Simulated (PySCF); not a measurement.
## Field gradients at the hydrogen positions

Compound: C3H4F2O3.
Cartesian coordinates in Å at the GFN2-xTB level; atoms count from 1:
```xyz
12
C3H4F2O3 angstrom
C     -2.3156   -0.2728   -0.3523
O     -1.0577   -0.7612    0.1158
C     -0.0436    0.0636    0.0213
O     -0.0478    1.1830   -0.3892
O      1.0666   -0.5801    0.4940
C      2.2486    0.1110    0.4803
F      2.7565    0.1496    1.7207
F      3.1418   -0.5459   -0.2751
H     -3.0693   -0.9201    0.0881
H     -2.4631    0.7627   -0.0428
H     -2.3545   -0.3320   -1.4413
H      2.1391    1.1415    0.0985
```

Level: B3LYP/pcJ-1 (PySCF, non-relativistic); Q(2H) = 0.00286 b; rigid geometry, the same for H and D, with no vibrational averaging.

Question: Rank these positions by the coupling χzz of a deuteron there, largest first.
A. H9 (methyl hydrogen)
B. H12 (methine hydrogen)
C. H11 (methyl hydrogen)

Answer: A (198 kHz), C (192 kHz), B (160 kHz).

Question: Give the electric field gradient Vzz (the principal value of largest size), its asymmetry and the 2H coupling at each hydrogen.

Answer: 
```
atom  bonded to  bond length (Å)  Vzz (au)     η  χzz (kHz)
  H9         C1            1.087    0.2939  0.09        198
 H10         C1            1.091    0.2824  0.12        190
 H11         C1            1.091    0.2861  0.11        192
 H12         C6            1.104    0.2374  0.01        160
```

Geometry: GFN2-xTB, one conformer, isolated molecule. GFN2-xTB bond lengths can be off by several hundredths of an ångström, more for odd bonds, and the gradients follow them. A larger basis could move these couplings by a tenth or more.
